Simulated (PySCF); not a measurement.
SMILES C[Si](C)(C)C[SiH2]B(O)O (C4H15BO2Si2), singlet, GFN2-xTB optimised geometry.

```
24

C      1.60    -0.68     0.00
Si    -0.30    -0.68     0.00
C     -0.93     1.12     0.00
C     -0.94    -1.54     1.58
C     -0.97    -1.58    -1.55
Si    -0.09    -1.17    -3.20
B      0.12     0.77    -3.47
O     -0.89     1.48    -4.03
O      1.28     1.36    -3.08
H      1.98    -0.13    -0.86
H      2.00    -1.69    -0.06
H      2.01    -0.23     0.90
H     -2.01     1.17     0.07
H     -0.63     1.63    -0.92
H     -0.52     1.69     0.83
H     -2.03    -1.58     1.61
H     -0.61    -1.02     2.48
H     -0.58    -2.56     1.65
H     -0.93    -2.65    -1.40
H     -2.03    -1.33    -1.66
H      1.19    -1.90    -3.18
H     -0.87    -1.84    -4.26
H     -0.76     2.43    -4.15
H      1.38     2.31    -3.21
```

Density from PySCF with B3LYP/def2-SVP at that geometry.

Minimum of the electron density along straight lines between bonded atoms, close to the bond critical point (lines longer than 1.1 times the sum of covalent radii, or with two minima, are not listed):

```csv
bond,length / Å,ρ at the minimum / e bohr⁻³,∇²ρ there / e bohr⁻⁵,position (fraction from the first atom)
C1–Si2,1.905,0.110,0.32,0.62
Si2–C3,1.911,0.109,0.31,0.38
Si2–C4,1.912,0.109,0.31,0.38
Si2–C5,1.909,0.108,0.30,0.38
C5–Si6,1.917,0.105,0.30,0.62
Si6–B7,1.968,0.116,0.13,0.38
B7–O8,1.355,0.202,1.20,0.33
B7–O9,1.357,0.201,1.18,0.33
C1–H10,1.085,0.274,-0.99,0.63
C1–H11,1.085,0.272,-0.97,0.62
C1–H12,1.086,0.272,-0.96,0.62
C3–H13,1.086,0.272,-0.97,0.62
C3–H14,1.085,0.272,-0.96,0.62
C3–H15,1.086,0.272,-0.97,0.62
C4–H16,1.086,0.272,-0.97,0.62
C4–H17,1.086,0.272,-0.97,0.62
C4–H18,1.085,0.272,-0.97,0.62
C5–H19,1.088,0.268,-0.93,0.62
C5–H20,1.090,0.267,-0.92,0.62
Si6–H21,1.478,0.113,0.33,0.49
Si6–H22,1.480,0.113,0.32,0.49
O8–H23,0.961,0.354,-2.24,0.81
O9–H24,0.961,0.354,-2.24,0.81
```
